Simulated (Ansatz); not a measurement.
`CO[SiH](N)N` + `[NH2][Ga]([SH])[Cl]` → `C[NH][Ga]([SH])[Cl]` + `N[SiH](N)O`  (substitution at a C–O bond)

Isolated molecules relaxed with PBE0-D4/def2-TZVP in Ansatz; ΔE leaves out vibrations. CCSD(T)/CBS is the MP2 limit (def2-TZVPP, def2-QZVPP) plus CCSD(T) − MP2 in def2-TZVPP, frozen cores. Functionals use def2-TZVPP. B3LYP here is the variant with VWN-RPA as its local correlation; programs differ in this. For Ga outer-core shells are correlated without core-valence functions, which leaves a few kJ/mol of doubt a bond. Scalar relativity is left out up to krypton. Each species was taken in one conformer, which may not be the lowest.

**Question.** Is it downhill or uphill in electronic energy at CCSD(T)/CBS, and by how much? (Estimate.)

**Answer.** Ansatz gave: Downhill: ΔE = -3.8 kcal/mol.

**Question.** What do these levels give: PBE-D4, B2PLYP, r2SCAN, B3LYP, HF/def2-TZVPP, MP2/def2-TZVPP, CCSD/def2-TZVPP, CCSD(T)/def2-TZVPP, MP2/def2-QZVPP, SCS-MP2/def2-QZVPP, HF/CBS(def2), CCSD/CBS(def2)? (Best estimate.)

**Answer.** Computed: PBE-D4 -3.7, B2PLYP -3.1, r2SCAN -2.9, B3LYP -2.7, HF/def2-TZVPP -1.2, MP2/def2-TZVPP -4.2, CCSD/def2-TZVPP -3.3, CCSD(T)/def2-TZVPP -3.6, MP2/def2-QZVPP -4.4, SCS-MP2/def2-QZVPP -3.7, HF/CBS(def2) -1.2, CCSD/CBS(def2) -3.5 kcal/mol.

Largest T1 diagnostic among the species: 0.012.

In def2-TZVPP, CCSD(T) changes the Hartree–Fock value by −2.4 kcal/mol (the triples alone add −0.3 kcal/mol) and MP2 by −3.1 kcal/mol.
